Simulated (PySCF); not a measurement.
1,2,2-trisilylethylsilane (C2H14Si4), SMILES [SiH3]C(C([SiH3])[SiH3])[SiH3].

Geometry optimised at ωB97X-D3(BJ)/def2-SVP. One conformer was computed; it need not be the lowest.

These are ωB97X-D3(BJ)/def2-SVP (PySCF 2.14.0) values and carry that method's errors.

Frequencies are harmonic and unscaled.

### Question
Estimate the vibrational spectrum. (Estimate from the structure and the level; the computed values follow.)

### Answer

```
mode  ν (cm⁻¹)  IR (km/mol)  moving atoms (share of kinetic energy)
----  --------  -----------  --------------------------------------
1           52          0.0                         Si 65 %, H 33 %
2          100          0.4                                  H 97 %
3          120          0.1                         H 82 %, Si 18 %
4          135          1.8                         H 86 %, Si 11 %
5          151          0.1                  Si 68 %, H 22 %, C 9 %
6          152          0.4                         Si 71 %, H 25 %
7          158          0.0                         Si 71 %, H 22 %
8          207          0.5                 Si 47 %, H 38 %, C 15 %
9          219          0.0                                  H 94 %
10         253          0.0                 Si 52 %, H 28 %, C 20 %
11         284          3.2                 H 43 %, C 43 %, Si 15 %
12         480          1.8                 Si 41 %, H 39 %, C 20 %
13         560          1.5                         H 80 %, Si 15 %
14         574          0.2                 H 61 %, Si 26 %, C 13 %
15         584          0.5                         H 84 %, Si 13 %
16         608          0.7                         H 75 %, Si 18 %
17         612          1.4                         H 83 %, Si 14 %
18         667          0.1                         H 83 %, Si 14 %
19         735        168.1                 H 60 %, C 26 %, Si 14 %
20         763        122.9                 H 49 %, C 37 %, Si 14 %
21         801         85.5                 H 47 %, C 40 %, Si 13 %
22         841         23.2                 C 44 %, H 42 %, Si 14 %
23         862          1.1                 C 49 %, H 38 %, Si 13 %
24         925        217.9                                  H 93 %
25         930        290.4                                  H 93 %
26         943        343.5                          H 91 %, Si 9 %
27         955         51.3                                  H 97 %
28         959         39.0                                  H 97 %
29         959         14.5                                  H 97 %
30         962          2.8                                  H 97 %
31         967         67.8                                  H 97 %
32         968         89.3                                  H 97 %
33         969        129.5                                  H 97 %
34         974          9.5                                  H 96 %
35         986         71.8                          H 90 %, Si 9 %
36        1057          0.3                          H 60 %, C 37 %
37        1069         52.4                          H 71 %, C 26 %
38        1114         30.7                          C 58 %, H 40 %
39        1243          8.2                          H 70 %, C 29 %
40        1276         12.0                          H 78 %, C 22 %
41        2243         48.9                                  H 97 %
42        2244        170.1                                  H 97 %
43        2249         32.2                                  H 96 %
44        2252         21.2                                  H 97 %
45        2252         31.7                                  H 97 %
46        2255         19.1                                  H 97 %
47        2256         33.3                                  H 96 %
48        2259         42.3                                  H 98 %
49        2260        399.8                                  H 96 %
50        2263          9.0                                  H 97 %
51        2271        250.6                                  H 96 %
52        2271        104.0                                  H 97 %
53        3040          6.9                                  H 93 %
54        3042          2.8                                  H 92 %
```
